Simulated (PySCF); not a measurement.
Mo(O)2(Br)(NH2) (BrH₂MoNO₂), SMILES [NH2][Mo](=[O])(=[O])[Br], multiplicity 1. The structure is a stationary point at PBE-D3(BJ)/def2-SVP. The multiplicity is an assumed one; no other spin state was optimised. The structure was generated by enumeration; whether it is a known compound was not checked. The def2 effective core potentials stand for the cores of Mo; spin–orbit coupling is left out. Other conformers were not sampled.

Computed equilibrium geometry at PBE-D3(BJ)/def2-SVP (PySCF confirms it by a frequency run) as Cartesian coordinates in Å, and its point group (one conformer of several):
point group Cs.
```xyz
7

Mo     0.0962    -0.6788     0.0000
O      0.9091    -1.1939    -1.3984
O      0.9091    -1.1939     1.3984
Br    -0.0757     1.7561     0.0000
N     -1.6632    -1.4678     0.0000
H     -2.1454    -1.7885    -0.8473
H     -2.1454    -1.7885     0.8473
```
Charge 0, spin multiplicity 1.
